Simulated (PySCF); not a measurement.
## Cost of excited-state runs on `InChI=1S/C2H11NO2Si3/c6-4-8-2-1-3-7-5-8/h3,8H,1-2,7H2,6H3/t8-/m0/s1`

Geometry:
```
atom   x (Å)   y (Å)   z (Å)
 Si1   3.487   0.524  -0.477
  O2   2.068  -0.205  -0.182
 Si3   0.660  -0.198   0.606
  C4  -0.504  -1.473  -0.167
  C5  -1.943  -1.165   0.241
  N6  -2.384   0.126  -0.264
 Si7  -1.570   1.617  -0.011
  O8  -0.047   1.248   0.440
  H9   3.343   1.975  -0.408
 H10   4.417   0.042   0.544
 H11   3.837   0.057  -1.817
 H12   0.897  -0.375   2.035
 H13  -0.436  -1.440  -1.256
 H14  -0.269  -2.490   0.142
 H15  -2.019  -1.213   1.337
 H16  -2.613  -1.929  -0.170
 H17  -3.379   0.153  -0.417
 H18  -2.061   2.434   1.103
 H19  -1.494   2.321  -1.287
```

PySCF with density fitting, on 1 thread of an Arm Neoverse V2, shared host. Command: `OMP_NUM_THREADS=1 python excited_run.py task.json out`

Task: How long does this run take, and how much memory?
- magnetisability and related constants, B3LYP/pcSseg-1; isotopologues

Result: 
| run | level | basis functions | wall time | peak memory (GiB) |
| --- | --- | --- | --- | --- |
| magnetisability and related constants | B3LYP/pcSseg-1 | 212 | 42 s | 0.95 |

Times from a shared host are rough.
